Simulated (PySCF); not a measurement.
# Energy of Al+ (aluminium, charge +1) between two integer charges

The 3s beta orbital of [Ne] 3s2 is emptied in steps (occupation f), with all orbitals relaxed, ending at [Ne] 3s1. Calculation: PySCF 2.14, in def2-SVP (4s3p1d, 18 functions); the non-relativistic Hamiltonian (point nucleus). The exact energy is a straight line in f; departures are measured from the line between the end points of the same method.

```tsv
f	UHF (eV)	LDA (eV)	PBE (eV)	PBE0 (eV)	r2SCAN (eV)	BHandHLYP (eV)	B3LYP (eV)
1	0.000	0.000	0.000	0.000	0.000	0.000	0.000
0.9	0.017	-0.362	-0.361	-0.266	-0.314	-0.194	-0.300
0.7	0.037	-0.840	-0.841	-0.620	-0.716	-0.458	-0.703
0.5	0.041	-0.994	-1.001	-0.737	-0.831	-0.555	-0.840
0.3	0.033	-0.827	-0.837	-0.616	-0.675	-0.478	-0.709
0.1	0.013	-0.349	-0.349	-0.256	-0.276	-0.211	-0.304
0	0.000	0.000	0.000	0.000	0.000	0.000	0.000
```

Q: For PBE, how does the orbital energy at f = 1 compare with the removal energy?

A: −ε = 14.765 eV against a total-energy difference of 18.771 eV. By Janak's theorem ε = ∂E/∂f, so the gap between them reflects the curvature. Along the path −ε is 15.565 (f = 0.9), 17.171 (f = 0.7), 18.781 (f = 0.5), 20.397 (f = 0.3), 22.015 (f = 0.1) eV.

| method | E(f=0) − E(f=1) (eV) | −ε at f=1 (eV) | −ε at f=0.5 (eV) |
| --- | --- | --- | --- |
| UHF | 17.481 | 17.672 | 17.469 |
| LDA | 18.893 | 14.872 | 18.933 |
| PBE | 18.771 | 14.765 | 18.781 |
| PBE0 | 18.657 | 15.699 | 18.668 |
| r2SCAN | 18.375 | 14.866 | 18.491 |
| BHandHLYP | 18.694 | 16.553 | 18.638 |
| B3LYP | 18.919 | 15.592 | 18.900 |

Reference removal energy between the ground levels: 18.829 eV (measured; NIST Atomic Spectra Database, ionization energies). UHF lacks correlation.
